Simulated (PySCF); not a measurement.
**State search for KO**

Unrestricted PBE0; K def2-TZVPP, O def2-TZVPP; no relativity (PySCF 2.14). Outer shells of the fragments: K 4s1; O 2s2 2p4.

Followed along the bond (rough minima from three points):

| 2Ms+1 | unpaired | ⟨S²⟩ at the start | R at minimum (Å) | Te (eV) |
| --- | --- | --- | --- | --- |
| 2 | σ ↑ | 0.76 | 2.19 | 0.00 |
| 2 | π ↑ | 0.76 | 2.34 | 0.00 |
| 4 | σ ↑, π ↑↑ | 3.75 | none in the scan | ≤ 2.68 |

Solutions found at the starting distance of 2.545 Å, counted from the lowest of them; the search is not exhaustive and high or unbound solutions are not listed, so other states can lie among these:

```csv
2Ms+1,unpaired,term,E (eV),⟨S²⟩,⟨Lz²⟩,μ (D)
2,π ↑,²Π,0.00,0.76,1.01,-9.69
2,σ ↑,²Σ⁺,0.20,0.76,0.00,-10.17
4,"σ ↑, π ↑↑",⁴Σ⁻,2.69,3.75,0.00,1.72
2,"σ ↓, π ↑↑",mixed,2.73,1.75,0.00,2.08
4,"σ ↑↑, π ↑",⁴Π,2.81,3.75,1.01,1.95
2,"σ ↑, π ↑↓",mixed,3.46,1.75,2.01,1.89
4,π ↑↑↑,⁴Π,4.15,3.75,1.00,0.51
4,"σ ↑, π ↑↑",mixed,4.28,3.75,2.01,0.62
4,"σ ↑, π ↑↑",mixed,4.33,3.75,2.00,1.06
2,σ ↑,mixed,5.70,0.75,2.00,1.84
```

A term symbol is given only where ⟨S²⟩ and ⟨Lz²⟩ are close to those of a pure state; real π, δ and φ orbitals otherwise mix terms. A positive dipole means K(−)O(+).

Q: Compare the gap between the two lowest followed solutions at the starting distance with the gap between their minima.

A: At PBE0 the second solution (doublet, unpaired electrons π ↑) lies -0.20 eV from the first (doublet, unpaired electrons σ ↑) at 2.545 Å and +0.00 eV at the minima; the two curves relax by different amounts, since their minima lie near 2.34 and 2.19 Å. A gap this small is a tie at this level.

Counting both spins, an empty level lies below a filled one in some of these solutions, because spin and occupation are held.
